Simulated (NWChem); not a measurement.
Species: C₄H₄ClF; SMILES FC=C=CCCl

```xyz
10

F     -0.2146    -3.3835     0.2074
C      0.5809    -2.3167     0.1165
C      0.1692    -1.1421    -0.2889
C     -0.1993     0.0524    -0.6839
C     -0.7360     1.1049     0.2316
Cl     0.2383     2.6065     0.1169
H      1.6147    -2.5237     0.4125
H     -0.1343     0.3201    -1.7475
H     -1.7636     1.3793    -0.0485
H     -0.7252     0.7745     1.2778
```
Atoms are numbered in this order, from 1.

All runs: NWChem. Structure relaxed at the PBE0/def2-SVP level. Total energies compare along this basis series because the functional is fixed.

```csv
level,basis functions,energy (Ha),highest occupied level (eV),orbital gap (eV),dipole (D),relative time
PBE/pcseg-1,108,-714.2526,-6.45,4.40,0.47,4
PBE/aug-pcseg-1,178,-714.2676,-6.49,4.37,0.37,8
PBE/pcseg-2,240,-714.4441,-6.46,4.38,0.31,20
PBE/STO-3G,38,-705.9384,-3.53,4.51,2.02,1
PBE/def2-SVP,108,-713.9766,-6.21,4.43,0.31,3
```

Times are rough ratios from one shared machine.
